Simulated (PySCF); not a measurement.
Isomers of C6H13PS, from PySCF 2.14.0, PBE0-D3(BJ)/def2-SVP geometry optimisation, gas phase. One conformer each, no zero-point energy, no frequencies.

Task: Which isomer lies lower at this level?
A. `[CH3:1][C@@H:2]1[CH2:3][CH2:4][CH2:5][P@H:6](=[S:7])[CH2:8]1` with C1–C2–C3–C4 175°, C2–C3–C4–C5 63°, C3–C4–C5–P6 -57°, C4–C5–P6–S7 175°: A = 2509, B = 914.8, C = 713.1 MHz, dipole 5.08 D
B. `[CH2:1]=[C:2]([CH3:3])[P:4]([CH3:5])[CH2:6][S:7][CH3:8]` with C1–C2–P4–C5 118°, C2–P4–C6–S7 176°, P4–C6–S7–C8 -171°: A = 2938, B = 707.0, C = 619.2 MHz, dipole 2.19 D

Result: A. That is `C1[C@H](C[P@@H](=S)CC1)C`, 46.8 kcal/mol below the other.

```tsv
SMILES	mapped SMILES	E (Eh)	relative (kcal/mol)	relative (kJ/mol)	dipole (D)
C[C@@H]1CCC[P@H](=S)C1	[CH3:1][C@@H:2]1[CH2:3][CH2:4][CH2:5][P@H:6](=[S:7])[CH2:8]1	-975.11621	0.0	0.0	5.08
C=C(C)P(C)CSC	[CH2:1]=[C:2]([CH3:3])[P:4]([CH3:5])[CH2:6][S:7][CH3:8]	-975.04156	46.8	196.0	2.19
```

As drawn, the higher has a C=C bond outside aromatic rings, which the lower lacks.
